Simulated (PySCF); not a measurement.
TlGa: frontier orbitals

BLYP at R = 2.935 Å; basis Tl cc-pVDZ-PP with ECP60, Ga cc-pVDZ-PP with ECP10; scalar-relativistic core potentials; PySCF 2.14. State: ³Π (triplet), unpaired electrons σ ↑, π ↑. Only the outer orbitals are listed, counted within each symmetry, core potentials removing the inner ones.

```csv
spin,orbital,occ.,ε (eV),on Tl (%),main shells (%)
α,7σ,1,-10.17,65,"63 Tl s, 33 Ga s"
α,8σ,1,-8.17,37,"62 Ga s, 33 Tl s"
α,9σ,1,-3.30,47,"51 Ga p, 45 Tl p"
α,5π,1,-3.15,48,"51 Ga p, 48 Tl p"
α,5π,0,-3.09,51,"50 Tl p, 48 Ga p"
α,6π,0,-1.58,52,"52 Tl p, 48 Ga p"
α,6π,0,-1.55,49,"50 Ga p, 49 Tl p"
β,7σ,1,-9.69,69,"68 Tl s, 29 Ga s"
β,8σ,1,-7.68,33,"65 Ga s, 28 Tl s"
β,5π,0,-2.87,53,"52 Tl p, 47 Ga p"
β,9σ,0,-2.53,50,"48 Ga p, 48 Tl p"
β,5π,0,-2.50,55,"55 Tl p, 44 Ga p"
```

Q: Which are the highest filled and the lowest empty level, where do they sit, and how wide is the gap?

A: Highest filled α 5π at -3.15 eV (in %: 51 Ga p, 48 Tl p); lowest empty α 5π at -3.09 eV (in %: 50 Tl p, 48 Ga p); the gap at BLYP is 0.06 eV. Both belong to one degenerate shell, split only by its one-sided filling, so this is no excitation gap.

```json
{
 "bond order (Mayer)": "1.16",
 "⟨S²⟩": "2.001",
 "charge on Tl (Mulliken, basis-dependent)": "0.03",
 "charge on Tl (Löwdin, basis-dependent)": "0.04",
 "dipole moment (positive dipole means Tl(−)Ga(+))": "-0.36 D"
}
```

Spin–orbit coupling is left out, which matters for elements this heavy, above all for dissociation energies. The state is the lowest determinant that a PBE0 search found; another state may lie lower at other levels.
